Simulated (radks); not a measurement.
Ionisation of the aluminium ion Al+, [Ne] 3s2, to [Ne] 3s1 as the strength of local exchange is varied. Method: non-relativistic Kohn-Sham, Slater X-alpha exchange (alpha = 2/3 is LDA exchange), no correlation, spin-polarised, spherical densities, point nucleus; computed with a radial shooting solver on a logarithmic mesh with Libxc functionals.

| alpha | E(Al+) (hartree) | exchange (hartree) | IE (eV) | -e of the level emptied (eV) | <r> of it (bohr) |
|---|---|---|---|---|---|
| 0.667 | -240.17443 | -16.30502 | 17.441 | 13.760 (3s) | 2.402 |
| 0.733 | -241.79216 | -18.01466 | 17.972 | 14.356 (3s) | 2.369 |
| 0.816 | -243.83887 | -20.18921 | 18.652 | 15.123 (3s) | 2.328 |
| 0.864 | -245.02876 | -21.45925 | 19.050 | 15.575 (3s) | 2.305 |
| 0.896 | -245.82456 | -22.31102 | 19.319 | 15.880 (3s) | 2.290 |
| 0.914 | -246.27310 | -22.79193 | 19.470 | 16.052 (3s) | 2.282 |
| 0.918 | -246.37286 | -22.89897 | 19.504 | 16.091 (3s) | 2.280 |

NIST Atomic Spectra Database: 18.829 eV (measured). The Delta-SCF value meets it near alpha = 0.84.
